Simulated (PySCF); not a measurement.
H6N2OSn, SMILES [NH2][SnH]([NH2])[OH].

Geometry: PBE-D3(BJ)/def2-SVP. The structure was generated by enumeration; whether it is a known compound was not checked. The def2 effective core potentials stand for the cores of Sn; spin–orbit coupling is left out. Other conformers were not sampled.

Method: PBE-D3(BJ)/def2-SVP in PySCF.

Frequencies are harmonic and unscaled.

Question: Estimate the vibrational spectrum. (The exact figures need the calculation; the answer reports its results.)

Answer: 
```
mode  ν (cm⁻¹)  IR (km/mol)  moving atoms (share of kinetic energy)
----  --------  -----------  --------------------------------------
1          115         14.5                                  H 90 %
2          138          2.5                  H 45 %, N 32 %, O 16 %
3          144          1.5          N 43 %, H 25 %, O 23 %, Sn 9 %
4          169         18.9         N 31 %, O 28 %, H 20 %, Sn 20 %
5          195         37.7                          H 73 %, N 25 %
6          266        121.2                          H 79 %, O 13 %
7          495         73.6                          H 85 %, N 13 %
8          521        118.6                          N 52 %, H 42 %
9          531         87.4                          N 65 %, H 27 %
10         554         36.7                          H 75 %, N 20 %
11         583         77.1                         O 84 %, Sn 12 %
12         631         76.0                          H 71 %, N 23 %
13         639         28.1                          H 77 %, N 20 %
14         815         44.6                                  H 93 %
15         844         11.2                                  H 90 %
16         861         75.9                                  H 90 %
17        1486         15.4                           H 92 %, N 8 %
18        1488          5.6                           H 92 %, N 8 %
19        1848        163.9                                  H 99 %
20        3407          6.5                                  H 96 %
21        3411          6.8                                  H 96 %
22        3507          7.1                           H 92 %, N 8 %
23        3510          7.7                           H 92 %, N 8 %
24        3706         35.5                                  H 94 %
```
